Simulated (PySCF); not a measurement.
Ru(O)3(OH)2 (H2O5Ru), SMILES [O]=[Ru](=[O])(=[O])([OH])[OH], multiplicity 1. Coordinates come from a B3LYP-D3(BJ)/def2-SVP optimisation. The spin state was assumed, not searched. The def2 effective core potentials stand for the cores of Ru; spin–orbit coupling is left out. One conformer was computed; it need not be the lowest.

Calculation: B3LYP-D3(BJ)/def2-SVP (PySCF).

Harmonic wavenumbers (cm⁻¹): 119, 245, 289, 302, 338, 353, 403, 546, 564, 599, 647, 892, 934, 987, 1017, 1047, 3739, 3744. Rotational constants (GHz): 3.409, 2.781, 2.477; symmetry number 1.

**Question.** Work out the zero-point energy and the ideal-gas rigid-rotor harmonic-oscillator thermochemistry at 298.15 K and 1 atm.

**Answer.** ZPE = ½ Σ hcν = ½ × 16764 cm⁻¹ = 23.97 kcal/mol. H − E(el) = 28.82 kcal/mol. Entropy in cal/(mol K): translation 41.52, rotation 27.02, vibration 13.53, total 82.07. G − E(el) = 4.35 kcal/mol. Cp = 25.92 cal/(mol K). Modes under 150 cm⁻¹ make the vibrational entropy uncertain.
